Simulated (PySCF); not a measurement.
Molecule: C₂F₃, charge 1, multiplicity 1. SMILES of the parent species: F[C]=C(F)F
Structure (B3LYP-D3(BJ)/def2-TZVP (Ansatz) minimum search):
```xyz
5

F      1.0031    -0.2126     1.6605
C      0.8237    -0.3080     0.4476
C     -0.2977     0.0856    -0.3380
F     -0.2353     1.1550    -1.0087
F     -1.1184    -0.7942    -0.7248
```
Charge +1, spin multiplicity 1.

Dispersion corrections to the total energy (kcal/mol) from the dftd3 and dftd4 libraries through PySCF: D3(BJ) without and D4 with the three-body term, each with the damping fitted for the functional named.

| functional | D3(BJ) | D4 |
|---|---|---|
| BLYP | -2.98 | [?] |
| PW6B95 | -0.62 | -1.17 |
| TPSSh | -1.56 | -1.60 |
| PBE | -1.39 | [?] |
| HSE06 | -0.82 | -0.98 |
| B3LYP | -2.42 | -2.09 |
| B2GP-PLYP | -0.80 | [?] |

**Question.** Complete the blanks.

**Answer.** 
- BLYP, D4: -3.01
- PBE, D4: -1.30
- B2GP-PLYP, D4: -0.53
